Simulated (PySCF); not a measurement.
Al(Cl)2(SMe) (CH3AlCl2S), SMILES C[S][Al]([Cl])[Cl].

Geometry: PBE-D3(BJ)/def2-SVP. The structure was generated by enumeration; whether it is a known compound was not checked. The values are those of a single conformer.

Method: PBE-D3(BJ)/def2-SVP in PySCF.

Frequencies are harmonic and unscaled.

```json
[
 {"mode": "1", "ν (cm⁻¹)": "46", "IR (km/mol)": "1.3", "Raman (Å⁴/amu)": "0.2", "depolarisation": "0.75", "moving atoms (share of kinetic energy)": "H 65 %, S 17 %, C 14 %"},
 {"mode": "2", "ν (cm⁻¹)": "76", "IR (km/mol)": "0.2", "Raman (Å⁴/amu)": "0.6", "depolarisation": "0.75", "moving atoms (share of kinetic energy)": "H 52 %, C 23 %, S 11 %, Cl 10 %"},
 {"mode": "3", "ν (cm⁻¹)": "109", "IR (km/mol)": "2.3", "Raman (Å⁴/amu)": "1.3", "depolarisation": "0.72", "moving atoms (share of kinetic energy)": "Cl 47 %, C 23 %, Al 11 %, H 10 %, S 8 %"},
 {"mode": "4", "ν (cm⁻¹)": "139", "IR (km/mol)": "8.4", "Raman (Å⁴/amu)": "2.4", "depolarisation": "0.75", "moving atoms (share of kinetic energy)": "Cl 70 %, S 13 %"},
 {"mode": "5", "ν (cm⁻¹)": "181", "IR (km/mol)": "22.5", "Raman (Å⁴/amu)": "0.9", "depolarisation": "0.75", "moving atoms (share of kinetic energy)": "Al 77 %, Cl 14 %"},
 {"mode": "6", "ν (cm⁻¹)": "209", "IR (km/mol)": "0.6", "Raman (Å⁴/amu)": "5.5", "depolarisation": "0.54", "moving atoms (share of kinetic energy)": "C 33 %, S 25 %, Cl 20 %, H 15 %"},
 {"mode": "7", "ν (cm⁻¹)": "360", "IR (km/mol)": "0.5", "Raman (Å⁴/amu)": "18.9", "depolarisation": "0.08", "moving atoms (share of kinetic energy)": "Cl 62 %, S 36 %"},
 {"mode": "8", "ν (cm⁻¹)": "587", "IR (km/mol)": "134.0", "Raman (Å⁴/amu)": "1.7", "depolarisation": "0.32", "moving atoms (share of kinetic energy)": "Al 66 %, S 18 %, Cl 13 %"},
 {"mode": "9", "ν (cm⁻¹)": "605", "IR (km/mol)": "139.1", "Raman (Å⁴/amu)": "1.5", "depolarisation": "0.73", "moving atoms (share of kinetic energy)": "Al 68 %, Cl 31 %"},
 {"mode": "10", "ν (cm⁻¹)": "684", "IR (km/mol)": "8.0", "Raman (Å⁴/amu)": "9.0", "depolarisation": "0.41", "moving atoms (share of kinetic energy)": "C 59 %, S 32 %"},
 {"mode": "11", "ν (cm⁻¹)": "933", "IR (km/mol)": "5.4", "Raman (Å⁴/amu)": "1.9", "depolarisation": "0.75", "moving atoms (share of kinetic energy)": "H 84 %, C 14 %"},
 {"mode": "12", "ν (cm⁻¹)": "947", "IR (km/mol)": "9.9", "Raman (Å⁴/amu)": "4.4", "depolarisation": "0.75", "moving atoms (share of kinetic energy)": "H 82 %, C 15 %"},
 {"mode": "13", "ν (cm⁻¹)": "1285", "IR (km/mol)": "7.3", "Raman (Å⁴/amu)": "5.8", "depolarisation": "0.74", "moving atoms (share of kinetic energy)": "H 88 %, C 12 %"},
 {"mode": "14", "ν (cm⁻¹)": "1403", "IR (km/mol)": "4.6", "Raman (Å⁴/amu)": "13.5", "depolarisation": "0.75", "moving atoms (share of kinetic energy)": "H 96 %"},
 {"mode": "15", "ν (cm⁻¹)": "1405", "IR (km/mol)": "5.7", "Raman (Å⁴/amu)": "22.6", "depolarisation": "0.69", "moving atoms (share of kinetic energy)": "H 96 %"},
 {"mode": "16", "ν (cm⁻¹)": "2991", "IR (km/mol)": "18.1", "Raman (Å⁴/amu)": "175.4", "depolarisation": "0.05", "moving atoms (share of kinetic energy)": "H 98 %"},
 {"mode": "17", "ν (cm⁻¹)": "3104", "IR (km/mol)": "0.9", "Raman (Å⁴/amu)": "111.0", "depolarisation": "0.75", "moving atoms (share of kinetic energy)": "H 90 %, C 10 %"},
 {"mode": "18", "ν (cm⁻¹)": "3107", "IR (km/mol)": "0.1", "Raman (Å⁴/amu)": "45.5", "depolarisation": "0.60", "moving atoms (share of kinetic energy)": "H 90 %, C 10 %"}
]
```
